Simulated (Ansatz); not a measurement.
`[SiH3]/C=C(\[SiH3])Cl`, charge 0, multiplicity 1.

Question: Give a relaxed structure at PBE0-D4/def2-TZVP (Ansatz). (An estimate is asked.)

Answer: Computed: 
```xyz
12

Si   -1.507   -1.103   -0.199
C    -0.041   -0.423   -1.145
C     0.889    0.388   -0.646
Si    1.012    1.072    1.094
Cl    2.204    0.941   -1.660
H    -2.274   -1.968   -1.131
H    -1.070   -1.917    0.965
H    -2.392   -0.013    0.287
H     0.051   -0.720   -2.190
H     2.288    0.623    1.703
H    -0.138    0.567    1.887
H     0.980    2.553    1.035
```
Point group Cs.
This is one stationary point; other conformers may exist.
